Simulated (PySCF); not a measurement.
```xyz
6
charge 0 multiplicity 1, angstrom
Pt    0.0837    0.1407    0.0000
S    -0.9491   -1.6702    0.0000
O     1.9790   -0.0464    0.0000
O    -1.1718    1.6026    0.0000
H     2.3543   -0.9352    0.0000
H    -0.6985    2.4477    0.0000
```

Level of theory: PBE0/[Pt def2-SVP with ECP60, S def2-SVP, O def2-SVP, H def2-SVP], scalar-relativistic core potentials, density fitting, no spin–orbit coupling, PySCF.

This geometry of PtS(OH)₂ is a stationary point at this level.

(1) What is the point group?

(2) Is it a minimum?

(3) Which band is strongest in the infrared?

(4) What are the dipole moment and the gap between the highest occupied and lowest empty levels?

## Answers

(1) Cs.

(2) No: it has 2 imaginary modes, at 782i cm⁻¹ (a''), 749i cm⁻¹ (a'').

(3) 3895 cm⁻¹ (a'), 204 km/mol.

(4) 1.58 D and 2.17 eV.

Other isomers or separated fragments may lie lower. Spin–orbit coupling, left out here, can matter for elements this heavy.
